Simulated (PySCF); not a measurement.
## Calculated data, C$_{2}$H$_{6}$GeO, CH$_{5}$BGeO

Calculation on a computer-drawn molecule: the log of a Hartree-Fock and frozen-core CCSD(T) single point meant for a local Hartree-Fock minimum, with one planted fault or none, to be diagnosed. Offsets are logged minus clean, where the clean run is the same molecule without the fault. The reference is restricted for singlets and unrestricted otherwise, and also for a bond in bohr or an excited solution. Adding or removing an electron swaps singlet and doublet. The excited solution moves the top pair (singlet) or top alpha electron (doublet) to the lowest empty orbital. Highest occupied and lowest empty are orbital energies over both spins, largest force is the largest gradient component, triples share is (T) over the correlation energy, the T1 limit is 0.02 restricted and 0.045 unrestricted, electrons count all cores, a negative frequency is imaginary (commonest isotopes), and the dipole is about the centre of nuclear charge; on germanium a core potential holds 10 electrons, which the energies leave out, and 3d is frozen in MP2 and coupled-cluster steps. Program: PySCF 2.14.0.

Common to all runs: meant charge 0; meant multiplicity 1; meant basis cc-pVDZ; meant basis and core potential on germanium cc-pVDZ-PP ECP10MDF; logged SCF converged yes; logged CC converged yes; logged SCF stable within its kind yes; possible faults no fault, one electron removed, one electron added, multiplicity raised by two, geometry at a saddle point, SCF held on an excited solution, minimal basis STO-3G, one bond length entered in bohr, all coordinates scaled.

```yaml
- entry: 1
  formula: C2H6GeO
  logged_structure:
    atoms_angstrom:
      - [C, 1.3881, 0.9801, 1.4682]
      - [C, 1.1435, 2.1296, 0.5089]
      - [O, -0.183, 2.111, 0.0507]
      - [Ge, -0.6624, 1.9852, -1.6618]
      - [H, 1.2563, 0.0201, 0.9631]
      - [H, 2.4044, 1.0222, 1.8686]
      - [H, 0.6829, 1.0259, 2.2999]
      - [H, 1.8522, 2.0771, -0.3277]
      - [H, 1.317, 3.0817, 1.018]
      - [H, -2.2145, 2.0288, -1.3358]
  given:
    logged_electrons: 58
    logged_basis_functions: 95
    logged_spin_squared: 0.0
    "logged_highest_occupied [eV]": -9.1012
    "logged_lowest_empty [eV]": 0.95779
    "logged_largest_force [hartree/bohr]": 1.4276e-05
    "logged_lowest_frequency [cm^-1]": 55.927
    logged_T1_diagnostic: 0.017806
    logged_D1_diagnostic: 0.073862
    logged_triples_share: 0.028262
    "logged_dipole_magnitude [debye]": 1.1521
    "logged_energy_HF [hartree]": -447.46495
    "logged_energy_CCSD(T) [hartree]": -448.08473
    drawn_bonds_atom: [1, 2, 3, 1, 1, 1, 2, 2, 4]
    drawn_bonds_other_atom: [2, 3, 4, 5, 6, 7, 8, 9, 10]
    drawn_bonds_order: [1, 1, 1, 1, 1, 1, 1, 1, 1]
  results:
    planted_fault: "no fault"
    "HF_energy_offset_from_clean_run [kcal/mol]": 0.0
    "CCSD(T)_energy_offset_from_clean_run [kcal/mol]": 0.0
- entry: 2
  formula: C2H6GeO
  logged_structure:
    atoms_angstrom:
      - [C, 1.4144, 0.9987, 1.4961]
      - [C, 1.1653, 2.17, 0.5186]
      - [O, -0.1865, 2.1512, 0.0517]
      - [Ge, -0.675, 2.0229, -1.6934]
      - [H, 1.2802, 0.0205, 0.9814]
      - [H, 2.4501, 1.0416, 1.9041]
      - [H, 0.6959, 1.0454, 2.3435]
      - [H, 1.8873, 2.1165, -0.334]
      - [H, 1.342, 3.1402, 1.0373]
      - [H, -2.2566, 2.0673, -1.3611]
  given:
    logged_electrons: 58
    logged_basis_functions: 95
    logged_spin_squared: 0.0
    "logged_highest_occupied [eV]": -9.1567
    "logged_lowest_empty [eV]": 0.87862
    "logged_largest_force [hartree/bohr]": 0.016769
    logged_T1_diagnostic: 0.018713
    logged_D1_diagnostic: 0.077978
    logged_triples_share: 0.029087
    "logged_dipole_magnitude [debye]": 1.3131
    "logged_energy_HF [hartree]": -447.46167
    "logged_energy_CCSD(T) [hartree]": -448.08617
    drawn_bonds_atom: [1, 2, 3, 1, 1, 1, 2, 2, 4]
    drawn_bonds_other_atom: [2, 3, 4, 5, 6, 7, 8, 9, 10]
    drawn_bonds_order: [1, 1, 1, 1, 1, 1, 1, 1, 1]
  results:
    planted_fault: "all coordinates scaled, by +1.9 %"
    "HF_energy_offset_from_clean_run [kcal/mol]": 2.06
    "CCSD(T)_energy_offset_from_clean_run [kcal/mol]": -0.905
- entry: 3
  formula: C2H6GeO
  logged_structure:
    atoms_angstrom:
      - [C, 1.3881, 0.9801, 1.4682]
      - [C, 1.1435, 2.1296, 0.5089]
      - [O, -0.183, 2.111, 0.0507]
      - [Ge, -0.6624, 1.9852, -1.6618]
      - [H, 1.2563, 0.0201, 0.9631]
      - [H, 2.4044, 1.0222, 1.8686]
      - [H, 0.6829, 1.0259, 2.2999]
      - [H, 1.8522, 2.0771, -0.3277]
      - [H, 1.4713, 3.9288, 1.4708]
      - [H, -2.2145, 2.0288, -1.3358]
  given:
    logged_electrons: 58
    logged_basis_functions: 95
    logged_spin_squared: 0.7125
    "logged_highest_occupied [eV]": -9.2786
    "logged_lowest_empty [eV]": 0.735
    "logged_largest_force [hartree/bohr]": 0.024706
    logged_T1_diagnostic: 0.053261
    logged_D1_diagnostic: 0.25624
    logged_triples_share: 0.035813
    "logged_dipole_magnitude [debye]": 1.7099
    "logged_energy_HF [hartree]": -447.34507
    "logged_energy_CCSD(T) [hartree]": -447.96391
    drawn_bonds_atom: [1, 2, 3, 1, 1, 1, 2, 2, 4]
    drawn_bonds_other_atom: [2, 3, 4, 5, 6, 7, 8, 9, 10]
    drawn_bonds_order: [1, 1, 1, 1, 1, 1, 1, 1, 1]
  results:
    planted_fault: "one bond length entered in bohr, row 8 of the drawn bonds"
    "HF_energy_offset_from_clean_run [kcal/mol]": 75.23
    "CCSD(T)_energy_offset_from_clean_run [kcal/mol]": 75.82
  notes: ["T1 above single-reference limit"]
- entry: 4
  formula: CH5BGeO
  logged_structure:
    atoms_angstrom:
      - [C, -1.7911, 0.0508, -1.1298]
      - [O, -2.273, 0.8946, -0.1187]
      - [B, -2.6283, 0.4842, 1.1104]
      - [Ge, -2.4742, -1.4561, 1.9823]
      - [H, -2.6034, -0.225, -1.8031]
      - [H, -1.0321, 0.5878, -1.6961]
      - [H, -1.3418, -0.8584, -0.72]
      - [H, -3.0577, 1.3511, 1.8384]
      - [H, -3.9685, -1.8112, 1.5858]
  given:
    logged_electrons: 55
    logged_basis_functions: 90
    logged_spin_squared: 0.7799
    "logged_highest_occupied [eV]": -16.414
    "logged_lowest_empty [eV]": -6.5255
    "logged_largest_force [hartree/bohr]": 0.066914
    logged_T1_diagnostic: 0.022793
    logged_D1_diagnostic: 0.088266
    logged_triples_share: 0.029851
    "logged_dipole_magnitude [debye]": 2.2675
    "logged_energy_HF [hartree]": -433.41857
    "logged_energy_CCSD(T) [hartree]": -433.94726
    drawn_bonds_atom: [1, 2, 3, 1, 1, 1, 3, 4]
    drawn_bonds_other_atom: [2, 3, 4, 5, 6, 7, 8, 9]
    drawn_bonds_order: [1, 1, 1, 1, 1, 1, 1, 1]
  results:
    planted_fault: "one electron removed"
    "HF_energy_offset_from_clean_run [kcal/mol]": 170.5
    "CCSD(T)_energy_offset_from_clean_run [kcal/mol]": 184.7
```
